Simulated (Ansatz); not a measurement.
Cost and result for the atomization energy of H$_{9}$NOSi$_{3}$ (`N[SiH]([SiH3])O[SiH3]`) (14 atoms, 13 bonds).

Cartesian coordinates in Å:
```
N -1.727 -0.920 0.162
Si -0.120 -0.897 -0.413
Si -0.035 0.637 -2.182
O 1.018 -0.471 0.700
Si 1.224 0.467 2.022
H -2.099 -1.680 0.708
H -2.289 -0.089 0.239
H 0.219 -2.286 -0.811
H -0.750 0.109 -3.377
H 1.369 0.948 -2.565
H -0.697 1.909 -1.771
H 0.626 1.814 1.809
H 2.680 0.612 2.270
H 0.582 -0.154 3.210
```

Charge 0, multiplicity 1. All single points use the PBE0-D4/def2-TZVP geometry. It is one conformer, not always the lowest. Program: Ansatz. All runs use 2 threads of an AMD EPYC 7R13 on a shared host and a share of an NVIDIA H100 80 GB. Times are those of one run each, without the atoms' runs, and a repeat can differ threefold. Electronic energies, without spin–orbit coupling; frozen cores. CCSD(T)/CBS adds CCSD(T) − MP2 in def2-TZVPP to the MP2 limit, and its time is that of the two runs behind it. T1 = 0.012. B3LYP takes the VWN-RPA correlation (the form of Gaussian; ORCA's B3LYP/G).

CCSD(T)/CBS is a level of theory with its own doubt, some kJ/mol a heavy atom from the limit and from the frozen cores, so smaller differences don't rank the functionals.

| level | functions | wall time | atomization (kJ/mol) | difference from CCSD(T)/CBS | per bond |
| --- | --- | --- | --- | --- | --- |
| PBE-D4/def2-TZVPP (with forces) | 314 | 2.7 s | 4597.4 | -43.8 | -3.4 |
| r2SCAN-D4/def2-TZVPP (with forces) | 314 | 2.8 s | 4609.2 | -32.0 | -2.5 |
| B2PLYP/def2-TZVPP | 314 | 2.8 s | 4565.2 | -76.0 | -5.8 |
| PBE0-D4/def2-TZVPP | 314 | 3.1 s | 4557.4 | -83.8 | -6.4 |
| ωB97X-V/def2-TZVPP | 314 | 3.3 s | 4663.8 | 22.6 | 1.7 |
| ωB97M-V/def2-TZVPP (with forces) | 314 | 3.3 s | 4635.6 | -5.6 | -0.4 |
| B3LYP-D4/def2-TZVPP (with forces) | 314 | 3.3 s | 4628.9 | -12.3 | -0.9 |
| MP2/def2-QZVPP | 594 | 4 s | 4598.6 | -42.6 | -3.3 |
| CCSD(T)/def2-TZVPP | 314 | 4.2 s | 4503.6 | -137.6 | -10.6 |
| CCSD(T)/CBS(def2) | – | 8.2 s | 4641.2 | 0.0 | 0.0 |

In def2-TZVPP, CCSD(T) changes the Hartree–Fock value by +1090.4 kJ/mol (the triples alone add +48.7 kJ/mol) and MP2 by +1102.0 kJ/mol; breaking electron pairs costs correlation energy, which Hartree–Fock lacks. From PBE to PBE0 (25 % exact exchange), in def2-TZVPP and without D4, the atomization energy moves by −35.4 kJ/mol: exact exchange takes away binding that semilocal exchange gives to molecules. The D4 term adds +54.1 kJ/mol with B3LYP and +29.0 kJ/mol with PBE0; it sums over pairs of atoms, weighted by their polarisabilities, and B3LYP, whose exchange is more repulsive, gets the larger term.
